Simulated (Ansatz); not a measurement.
Calculation: frozen-core CCSD(T)/def2-TZVPP // TPSSh-D3(BJ)/def2-TZVP in Ansatz (an electronic-structure program).

Ansatz 0.2 input:
```yaml
crystal:
  periodic: [false, false, false]
  atoms:
    - { symbol: Si, position_ang: [1.667255, 0.082246, 0.126919] }
    - { symbol: C, position_ang: [-0.11482, -0.206226, 0.558465] }
    - { symbol: C, position_ang: [-1.190603, 0.706103, -0.000723] }
    - { symbol: C, position_ang: [-1.084104, -0.699483, -0.499598] }
    - { symbol: H, position_ang: [1.731653, 0.583265, -1.269363] }
    - { symbol: H, position_ang: [2.459382, -1.169424, 0.220272] }
    - { symbol: H, position_ang: [2.287899, 1.089583, 1.022977] }
    - { symbol: H, position_ang: [-0.312608, -0.576819, 1.560255] }
    - { symbol: H, position_ang: [-2.019384, 0.956964, 0.649389] }
    - { symbol: H, position_ang: [-0.887238, 1.506753, -0.665177] }
    - { symbol: H, position_ang: [-0.708216, -0.856379, -1.503924] }
    - { symbol: H, position_ang: [-1.839943, -1.410718, -0.190873] }
basis:
  gaussian: { orbitals: def2-TZVPP }
correlation:
  method: ccsd_t
```

Output:

```
Functional definition: HF
1415 factors; integrals over basis functions are off by at most 8.3e-4 eV
mean field evaluation 1: about -11077.3228 eV, gradient 3.3e1 eV
mean field evaluation 2: about -11077.5351 eV, gradient 3.3e1 eV
mean field evaluation 4: about -11080.7514 eV, gradient 4.0e0 eV
mean field evaluation 8: about -11080.8045 eV, gradient 1.2e-1 eV
mean field evaluation 16: about -11079.9274 eV, gradient 1.6e1 eV
mean field -11080.80455753 eV, -407.2120566502 hartree, gradient 8.5e-7 eV, S^2 0.000000; 0 other end points of the search recorded, 0 dependent functions left out
8 core orbitals not correlated
reference -11080.80455753 eV, -407.2120566502 hartree; 12, 12 occupied and 227, 227 virtual orbitals, 1415 factors
second order -17.41426971 eV of doubles, -0.00000000 eV of singles
cycle   1  -18.16640760 eV  change   -7.5e-1 eV  update   8.6e-2
cycle   2  -18.66569819 eV  change   -5.0e-1 eV  update   2.5e-2
cycle   3  -18.72177363 eV  change   -5.6e-2 eV  update   8.9e-3
cycle   4  -18.71895102 eV  change    2.8e-3 eV  update   2.3e-3
cycle   5  -18.71939645 eV  change   -4.5e-4 eV  update   7.7e-4
cycle   6  -18.71929301 eV  change    1.0e-4 eV  update   2.3e-4
cycle   7  -18.71920754 eV  change    8.5e-5 eV  update   6.9e-5
cycle   8  -18.71921413 eV  change   -6.6e-6 eV  update   2.3e-5
perturbative correction -0.75345068 eV, -0.0276888019 hartree
Total energy: -11100.27722235 eV, -407.9276638831 hartree
```

Cost: around 4 core-minutes (rough).
